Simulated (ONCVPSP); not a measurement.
**Ga (Z = 31), ONCV: configuration errors across variants**

ONCVPSP 4.0.1 input, shortened (lines: element, Z, core and valence counts, functional; n l f; lmax; l rc ep ncon nbas qcut; lloc lpopt rc5 dvloc0; l nproj debl; icmod fcfact rcfact), PBE, scalar-relativistic:

```
  Ga 31.00    5    3        4      upf
    1    0    2.00
    2    0    2.00
    2    1    6.00
    3    0    2.00
    3    1    6.00
    3    2   10.00
    4    0    2.00
    4    1    1.00
    2
    0    1.95    0.00    4    7    3.80
    1    1.90    0.00    4    8    3.70
    2    0.95    0.00    4    9   16.30
    4    5    0.90    0.00
    0    1    1.70
    1    2    3.10
    2    2    1.30
    1    0.60    0.00
```

All-electron excitation energies from the reference (eV): (1) 3d10 4s2 4p0 5.688; (2) 3d10 4s1 4p0 26.817; (3) 3d10 4s0 4p3 13.371.

A true bound ghost makes a file unfit for plane-wave use even where its test errors are small: the radial tests pick states by their node count and pass the ghost by.

Errors AE − PS in meV (a dash: test not solved or not reliable):

| change | (1) | (2) | (3) | bound ghosts | GHOST(+) flags above zero |
| --- | --- | --- | --- | --- | --- |
| base | -1.3 | -16 | -11 | s | p |
| all radii but the core radius scaled by about 0.81 (s 1.58, p 1.54, d 0.76 bohr); local potential polynomial inside 0.72 bohr (lpopt 5, dvloc0 0 Ha) | -0.9 | -15 | -7.9 | s | p |
| all radii but the core radius scaled by about 0.88 (s 1.72, p 1.68, d 0.84 bohr); local potential polynomial inside 0.80 bohr (lpopt 5, dvloc0 0 Ha) | -1.1 | -16 | -8.8 | s | p |
| all radii but the core radius scaled by about 0.96 (s 1.88, p 1.82, d 0.92 bohr); local potential polynomial inside 0.86 bohr (lpopt 5, dvloc0 0 Ha) | -1.3 | -16 | -10 | s | p |
| all radii but the core radius scaled by about 1.22 (s 2.38, p 2.32, d 1.16 bohr); local potential polynomial inside 1.10 bohr (lpopt 5, dvloc0 0 Ha) | -1.8 | -25 | -25 | s | p |
| all radii but the core radius scaled by about 1.33 (s 2.60, p 2.52, d 1.26 bohr); local potential polynomial inside 1.20 bohr (lpopt 5, dvloc0 0 Ha) | -4.0 | -50 | -40 | s | p |

Task: Give the same row for: all radii but the core radius scaled by about 1.16 (s 2.26, p 2.20, d 1.10 bohr); local potential polynomial inside 1.04 bohr (lpopt 5, dvloc0 0 Ha).

Result: -1.5, -20, -19; bound ghosts: s; GHOST(+) flags above zero: p.
